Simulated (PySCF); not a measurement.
**Successive ionisation energies of thallium**

Calculated with PySCF 2.14, two-component X2C-1e (Gaussian nucleus, no Breit or QED terms), each ion in its own even-tempered basis; GMP2 freezes the deep shells of the larger ions and drops the highest virtual spinors; eV.

| ion | configuration | GHF (spin-free) | GHF (screened spin-orbit) | GMP2 (screened spin-orbit) | NIST | kind |
| --- | --- | --- | --- | --- | --- | --- |
| Tl⁴⁷⁺ | [Ar] 3d10 4s2 4p4 | 2602.3 | 2567.3 | 2568.2 | 2574 ± 4 | theoretical |
| Tl⁴⁸⁺ | [Ar] 3d10 4s2 4p3 | 2682.2 | 2629.4 | 2630.3 | 2635 ± 4 | theoretical |
| Tl⁴⁹⁺ | [Ar] 3d10 4s2 4p2 | 2742.7 | 2846.6 | 2848.2 | 2854 ± 4 | theoretical |
| Tl⁵⁰⁺ | [Ar] 3d10 4s2 4p1 | 2803.7 | 2916.7 | 2917.4 | 2925 ± 4 | theoretical |
| Tl⁵¹⁺ | [Ar] 3d10 4s2 | 3076.2 | 3075.7 | 3078.6 | 3094 ± 4 | theoretical |
| Tl⁵²⁺ | [Ar] 3d10 4s1 | 3146.7 | 3146.1 | 3147.4 | 3164.7 ± 1.9 | semi-empirical |
| Tl⁵³⁺ | [Ar] 3d10 | 5278.0 | 5235.4 | 5236.8 | 5234 ± 5 | theoretical |
| Tl⁵⁴⁺ | [Ar] 3d9 | 5413.7 | 5373.5 | 5374.9 | 5371 ± 5 | theoretical |
| Tl⁵⁵⁺ | [Ar] 3d8 | 5560.5 | 5520.3 | 5521.4 | 5518 ± 5 | theoretical |
| Tl⁵⁶⁺ | [Ar] 3d7 | 5708.4 | 5676.6 | 5676.7 | 5674 ± 5 | theoretical |
| Tl⁵⁷⁺ | [Ar] 3d6 | 5848.6 | 5826.2 | 5826.0 | 5824 ± 6 | theoretical |
| Tl⁵⁸⁺ | [Ar] 3d5 | 6044.7 | 5972.6 | 5972.4 | 5969 ± 6 | theoretical |

Question: Where is the largest relative jump?

Answer: From Tl⁵²⁺ to Tl⁵³⁺: 3147.4 to 5236.8 eV, where the electron removed from [Ar] 3d10 comes from a deeper shell or subshell.
